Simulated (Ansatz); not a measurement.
Species: TaH₅, net charge 0, singlet state. 
Coordinates optimised at B3LYP-D3(BJ)/def2-TZVP (Ansatz, a quantum-chemistry and plane-wave program):
SMILES: [TaH5]
```xyz
6

Ta     0.0187     0.0004     0.0012
H     -0.8738    -0.6370     1.3777
H     -0.8649     1.4146     0.5641
H     -0.7209    -1.4493    -0.6688
H     -0.7121     0.6023    -1.4824
H      1.8082     0.0395     0.1193
```

Task: Give the harmonic wavenumbers at B3LYP-D3(BJ)/def2-TZVP (Ansatz, finite differences of forces, unscaled).

Result: 255, 255, 743, 743, 799, 826, 879, 1823, 1843, 1877, 1877, 1934 cm⁻¹. Zero-point energy 19.8 kcal/mol.

Task: From these and the geometry, give the ideal-gas thermochemistry at 298.15 K and 1 atm (rigid rotor, harmonic oscillator).

Result: Point group C4v, rotational symmetry number 4. Rotational constants 51.46, 46.75, 46.75 GHz. S(trans) 41.57, S(rot) 15.84, S(vib) 4.47, S(elec, spin only) 0.00, S 61.9 cal/(mol K). H(298) - H(0) 3.23 kcal/mol; G - E(el) 4.6 kcal/mol.
